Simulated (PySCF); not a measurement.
Al(H)(NHMe)(OH) (CH6AlNO), SMILES C[NH][AlH][OH]. The structure is a stationary point at PBE0-D3(BJ)/def2-SVP. One conformer was computed; it need not be the lowest.

Give the equilibrium geometry at PBE0-D3(BJ)/def2-SVP (PySCF confirms it by a frequency run) as bond lengths and angles, and its point group. (An estimate is asked for; the answer gives what the named calculation found.)

One answer among several that fit: point group Cs.
Atoms: Al1 H2 N3 C4 H5 H6 H7 H8 O9 H10. Bond lengths (Å): Al1–H2 1.583, Al1–N3 1.770, Al1–O9 1.706, N3–C4 1.444, N3–H5 1.015, C4–H6 1.106, C4–H7 1.106, C4–H8 1.101, O9–H10 0.957. Bond angles (°): H2–Al1–N3 120.3, H2–Al1–O9 123.5, N3–Al1–O9 116.2, Al1–N3–C4 128.2, Al1–N3–H5 119.2, C4–N3–H5 112.5, N3–C4–H6 112.8, N3–C4–H7 112.8, N3–C4–H8 109.9, H6–C4–H7 107.1, H6–C4–H8 106.9, H7–C4–H8 106.9, Al1–O9–H10 126.0.
Charge 0, spin multiplicity 1.
